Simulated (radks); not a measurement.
Values are calculated unless marked as measured or tabulated.
Question: The dysprosium ion Dy13+ is in [Kr] 4d10 4f5 5s2. Level of theory: scalar-relativistic Kohn-Sham, LDA (Slater exchange, Perdew-Wang correlation), spin-polarised, spherical densities, finite nucleus; Fermi nuclear charge, rms radius of each element as measured or else 0.836 A^(1/3) + 0.57 fm (a radial shooting solver on a logarithmic mesh with Libxc functionals). Open shells are filled with parallel spins first. One electron is removed from 4p, 5s, 4f, 4d in turn, with full relaxation. Which removal costs least, and what does each cost?

Answer: 5s 273.73 eV; 4f 274.48 eV; 4d 426.22 eV; 4p 567.44 eV. The 5s electron leaves first.
